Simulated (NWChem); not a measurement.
The numbers come from NWChem runs, not from measurements. System: FS, charge 0, spin multiplicity 2, at a geometry optimised with UB3LYP/def2-SVP. The structure started from a generated list of species. Its SCF solution wasn't tested for a lower state. Level: UHF/def2-TZVP.

Job file:

```
start mol
memory heap 200 mb stack 900 mb global 1100 mb
geometry units angstroms nocenter noautoz
  S      0.000000     0.000000     0.586155
  F      0.000000     0.000000    -1.042054
  symmetry group C2v
end
basis spherical
  * library def2-tzvp
end
scf
  uhf
  nopen 1
  maxiter 100
  thresh 1e-7
  semidirect memsize 60000000 filesize 0
  # guess.movecs holds the orbitals of an unrestricted PBE0 run
  vectors input guess.movecs output mol.movecs
end
task scf energy
```

Part of the output:

```
             Northwest Computational Chemistry Package (NWChem) 7.3.0
             --------------------------------------------------------

                                NWChem Input Module
                                -------------------

 Scaling coordinates for geometry "geometry" by  1.889725989
 (inverse scale =  0.529177249)

 Turning off AUTOSYM since
 SYMMETRY directive was detected!

                             Geometry "geometry" -> ""
                             -------------------------

 Output coordinates in angstroms (scale by  1.889725989 to convert to a.u.)

  No.       Tag          Charge          X              Y              Z
 ---- ---------------- ---------- -------------- -------------- --------------
    1 S                   16.0000     0.00000000     0.00000000     0.58615500
    2 F                    9.0000     0.00000000     0.00000000    -1.04205400

 Effective nuclear repulsion energy (a.u.)      46.8008246214

            Nuclear Dipole moment (a.u.)
            ----------------------------
        X                 Y               Z
 ---------------- ---------------- ----------------
     0.0000000000     0.0000000000    -0.0000113384

      Symmetry information
      --------------------

 Group name             C2v
 Group number             16
 Group order               4
 No. of unique centers     2

      Symmetry unique atoms

     1    2


 Summary of "ao basis" -> "" (spherical)
 ------------------------------------------------------------------------------
       Tag                 Description            Shells   Functions and Types
 ---------------- ------------------------------  ------  ---------------------
 *                         def2-tzvp                  on all atoms

 Summary of "ao basis" -> "ao basis" (spherical)
 ------------------------------------------------------------------------------
       Tag                 Description            Shells   Functions and Types
 ---------------- ------------------------------  ------  ---------------------
 S                         def2-tzvp                13       37   5s5p2d1f
[...]
 Vector   14  Occ=0.000000D+00  E= 1.046629D-01  Symmetry=a1
              MO Center= -1.8D-14, -1.5D-15,  6.0D-01, r^2= 2.8D+00
   Bfn.  Coefficient  Atom+Function         Bfn.  Coefficient  Atom+Function
  ----- ------------  ---------------      ----- ------------  ---------------
    20      1.006719  1 S  pz                42      0.747991  2 F  s
     5     -0.605541  1 S  s                 51      0.412793  2 F  pz
    17      0.342445  1 S  pz                45      0.193420  2 F  pz
    48      0.178219  2 F  pz                14      0.154578  1 S  pz

 Vector   15  Occ=0.000000D+00  E= 4.004669D-01  Symmetry=b1
              MO Center=  8.1D-14,  7.9D-16,  6.8D-01, r^2= 4.0D+00
   Bfn.  Coefficient  Atom+Function         Bfn.  Coefficient  Atom+Function
  ----- ------------  ---------------      ----- ------------  ---------------
    18      1.430884  1 S  px                15     -1.187554  1 S  px

 center of mass
 --------------
 x =   0.00000000 y =   0.00000000 z =  -0.03917966

 moments of inertia (a.u.)
 ------------------
         112.820265570115           0.000000000000           0.000000000000
           0.000000000000         112.820265570115           0.000000000000
           0.000000000000           0.000000000000           0.000000000000

  Mulliken analysis of the total density
  --------------------------------------

    Atom       Charge   Shell Charges
 -----------   ------   -------------------------------------------------------
    1 S   16    15.70   2.01  0.49  1.48  1.14  0.83  4.17  1.70  0.82  2.03  0.87  0.05  0.09  0.03
    2 F    9     9.30   0.77  1.20  0.60  1.02  0.34  2.22  2.26  0.88  0.00  0.01  0.00

  Mulliken analysis of the alpha density
  --------------------------------------

    Atom       Charge   Shell Charges
 -----------   ------   -------------------------------------------------------
    1 S   16     8.33   1.00  0.25  0.74  0.58  0.41  2.10  0.84  0.50  1.29  0.54  0.02  0.05  0.01
    2 F    9     4.67   0.39  0.60  0.30  0.51  0.17  1.13  1.14  0.42  0.00  0.01  0.00

   Mulliken analysis of the beta density
   -------------------------------------

    Atom       Charge   Shell Charges
 -----------   ------   -------------------------------------------------------
    1 S   16     7.37   1.00  0.24  0.74  0.56  0.42  2.07  0.86  0.32  0.73  0.33  0.02  0.04  0.01
    2 F    9     4.63   0.39  0.60  0.30  0.51  0.17  1.09  1.12  0.45  0.00  0.01  0.00

   Mulliken analysis of the spin density
   -------------------------------------

    Atom       Charge   Shell Charges
 -----------   ------   -------------------------------------------------------
    1 S   16     0.97   0.00  0.00 -0.00  0.02 -0.01  0.03 -0.02  0.17  0.56  0.21  0.00  0.00 -0.00
    2 F    9     0.03   0.00 -0.00  0.00  0.00 -0.00  0.04  0.02 -0.03  0.00  0.00 -0.00

       Multipole analysis of the density wrt the origin
       ------------------------------------------------

     L   x y z        total         alpha         beta         nuclear
     -   - - -        -----         -----         ----         -------
     0   0 0 0     -0.000000    -13.000000    -12.000000     25.000000

     1   1 0 0     -0.000000      0.000000     -0.000000      0.000000
     1   0 1 0      0.000000      0.000000      0.000000      0.000000
     1   0 0 1      0.552565     -0.202790      0.755366     -0.000011

     2   2 0 0    -14.142033     -7.386722     -6.755311      0.000000
     2   1 1 0     -0.000000     -0.000000     -0.000000      0.000000
     2   1 0 1     -0.000000      0.000000     -0.000000      0.000000
     2   0 2 0    -12.182071     -7.566498     -4.615573      0.000000
     2   0 1 1     -0.000000     -0.000000      0.000000      0.000000
     2   0 0 2    -12.812065    -34.673137    -32.669550     54.530623

 Task  times  cpu:        0.9s     wall:        0.9s

 Total times  cpu:        0.9s     wall:        0.9s
```
